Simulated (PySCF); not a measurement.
PhCF2CH3, C8H8F2.
Cartesian coordinates in Å at the PBE0-D3(BJ)/def2-SVP level; atoms count from 1:
```xyz
18
C8H8F2 angstrom
C      2.4956   -0.3292    0.3935
C      1.5871    0.3854   -0.5773
F      1.8560   -0.0644   -1.8356
F      1.8964    1.7115   -0.5671
C      0.1143    0.2068   -0.2876
C     -0.5809    1.1624    0.4547
C     -1.9265    0.9647    0.7596
C     -2.5821   -0.1855    0.3242
C     -1.8894   -1.1379   -0.4232
C     -0.5451   -0.9427   -0.7297
H      3.5402   -0.1673    0.0919
H      2.2770   -1.4052    0.3915
H      2.3412    0.0620    1.4076
H     -0.0652    2.0665    0.7834
H     -2.4674    1.7176    1.3377
H     -3.6370   -0.3389    0.5638
H     -2.4015   -2.0367   -0.7746
H     -0.0034   -1.6789   -1.3277
```

All values: PBE0/pcSseg-1 and B3LYP/def2-SVPD (PySCF, non-relativistic), on one gas-phase PBE0-D3(BJ)/def2-SVP geometry that isn't relaxed in the solvent. The solvent is an IEF-PCM continuum (cavity from Bondi-type radii × 1.2). The model holds no explicit solvent molecules, cavitation or dispersion.

Gas phase at PBE0/pcSseg-1: HOMO -7.56 eV, LUMO -0.63 eV, dipole 2.35 D.

Q: What does the continuum do to the energy, the frontier levels and the dipole at PBE0/pcSseg-1 in benzene, chloroform and water?

A: 
| solvent | ε | E(solvent) − E(gas) (kcal/mol) | polarisation term (kcal/mol) | distortion of the solute (kcal/mol) | HOMO (eV) | LUMO (eV) | dipole (D) |
| --- | --- | --- | --- | --- | --- | --- | --- |
| benzene | 2.271 | -2.03 | -2.14 | 0.11 | -7.53 | -0.59 | 2.59 |
| chloroform | 4.711 | -3.26 | -3.54 | 0.28 | -7.53 | -0.59 | 2.75 |
| water | 78.36 | -4.69 | -5.29 | 0.60 | -7.55 | -0.61 | 2.93 |

Polarisation term: ½ Σ q·V over the induced surface charges. Distortion: the rise of the solute's own energy as its density leaves the gas-phase optimum. From benzene to water the lowering changes by a factor 2.31, Onsager's factor (ε − 1)/(2ε + 1) by 2.14 and ε itself by 34.5.

Q: Which radius a makes the point-dipole formula ΔE = −[(ε − 1)/(2ε + 1)]·μ²/a³ give the value in water, with the gas-phase dipole?

A: μ = 0.925 au and |ΔE| = 0.00747 Eh give a = 2.03 Å; the farthest nucleus lies 3.70 Å from the centroid of the nuclei, so such a sphere wouldn't even hold the nuclei. The formula assumes a rigid point dipole at the centre of a sphere.

Q: Give the dipole vector in the frame of the coordinates (D, pointing from negative to positive charge), gas and water.

A: Gas (-0.91, -1.23, 1.79), solvent (-1.13, -1.55, 2.21). Its length changes by +24 % and its direction by less than 1°.

Q: Which ESP-fitted charges (PBE0/pcSseg-1) respond most in benzene (means over atoms taken as equivalent)?

A: 
```tsv
atoms	environment	gas (e)	solvent (e)	change
C5	substituted aromatic carbon	-0.013	-0.030	-0.017
C1	methyl carbon	-0.550	-0.537	+0.013
C2	CF2 carbon	+0.604	+0.616	+0.012
F3/F4	fluorine of a CF2 group	-0.252	-0.264	-0.012
H15/H17	aromatic hydrogen	+0.145	+0.151	+0.006
H16	aromatic hydrogen	+0.144	+0.151	+0.007
```

Gas phase at B3LYP/def2-SVPD: HOMO -7.35 eV, LUMO -0.88 eV, dipole 2.44 D.

Q: What does the continuum do to the energy, the frontier levels and the dipole at B3LYP/def2-SVPD in benzene and chloroform?

A: 
| solvent | ε | E(solvent) − E(gas) (kcal/mol) | polarisation term (kcal/mol) | distortion of the solute (kcal/mol) | HOMO (eV) | LUMO (eV) | dipole (D) |
| --- | --- | --- | --- | --- | --- | --- | --- |
| benzene | 2.271 | -1.90 | -2.02 | 0.12 | -7.29 | -0.82 | 2.73 |
| chloroform | 4.711 | -3.04 | -3.36 | 0.32 | -7.28 | -0.80 | 2.92 |

Q: How does the static polarisability (B3LYP/def2-SVPD, frozen core, with the continuum's full static response) change?

A: 
```json
{"medium": "gas", "isotropic (au)": "93.4", "principal values (au)": "64.8, 98.2, 117.1", "⟨r²⟩ of the electrons (bohr²)": "1436.6"}
{"medium": "benzene", "isotropic (au)": "107.5", "principal values (au)": "73.2, 115.3, 133.9", "⟨r²⟩ of the electrons (bohr²)": "1436.0"}
{"medium": "chloroform", "isotropic (au)": "117.1", "principal values (au)": "79.8, 127.4, 144.1", "⟨r²⟩ of the electrons (bohr²)": "1435.6"}
```

The isotropic value in chloroform is 1.25 times the gas-phase one; no cavity-field correction is applied. ⟨r²⟩ is taken about the centre of nuclear charge.
